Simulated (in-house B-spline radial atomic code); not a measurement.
A fraction x of an electron is removed from 5p in the xenon ion Xe⁴⁺, starting from [Kr] 4d10 5s2 5p2 and keeping the highest spin. Computed with a B-spline radial code for spherical atoms: non-relativistic OLYP, spin-polarised, spherical fractional occupations, point nucleus.

```
   x  E(x) - E(0) (eV)  5p up level (eV)
   0            0.0000           -48.462
0.04            1.9471           -48.892
0.19            9.4017           -50.504
0.29           14.5059           -51.581
 0.4           20.2450           -52.766
 0.5           25.5756           -53.845
0.57           29.3712           -54.600
0.73           38.2453           -56.327
0.76           39.9400           -56.650
0.94           50.3117           -58.590
   1           53.8465           -59.236
```

The exact functional would give a straight line between the two integer points. Deviations E(x) - E(0) - x[E(1) - E(0)], in eV: -0.207 at x = 0.04, -0.829 at x = 0.19, -1.11 at x = 0.29, -1.294 at x = 0.4, -1.348 at x = 0.5, -1.321 at x = 0.57, -1.063 at x = 0.73, -0.983 at x = 0.76, -0.304 at x = 0.94.

The curve lies below the straight line by up to 1.348 eV (at x = 0.5): convex, the delocalisation error that favours fractional charges.

Q: How well does Slater's transition state (minus the level at half occupation) give the ionisation energy?

A: It gives 53.845 eV against 53.846 eV from the two total energies; NIST lists 54.10 eV, ground level to ground level.
